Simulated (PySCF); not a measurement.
Cd(OH)(NH2) (CdH₃NO), SMILES [NH2][Cd][OH]. The structure is a stationary point at PBE0-D3(BJ)/def2-TZVP. The def2 effective core potentials stand for the cores of Cd; spin–orbit coupling is left out. The values are those of a single conformer.

Computed with PBE0-D3(BJ)/def2-TZVP (PySCF).

Harmonic wavenumbers (cm⁻¹): 131, 147, 165, 523, 608, 642, 791, 823, 1562, 3521, 3614, 3891. Rotational constants (GHz): 207.0, 3.717, 3.711; symmetry number 1.

Q: Work out the zero-point energy and the ideal-gas rigid-rotor harmonic-oscillator thermochemistry at 298.15 K and 1 atm.

A: ZPE = ½ Σ hcν = ½ × 16418 cm⁻¹ = 98.20 kJ/mol. H − E(el) = 114.95 kJ/mol. Entropy in J/(mol K): translation 170.85, rotation 93.08, vibration 41.70, total 305.64. G − E(el) = 23.82 kJ/mol. Cp = 75.99 J/(mol K). Modes under 150 cm⁻¹ make the vibrational entropy uncertain.
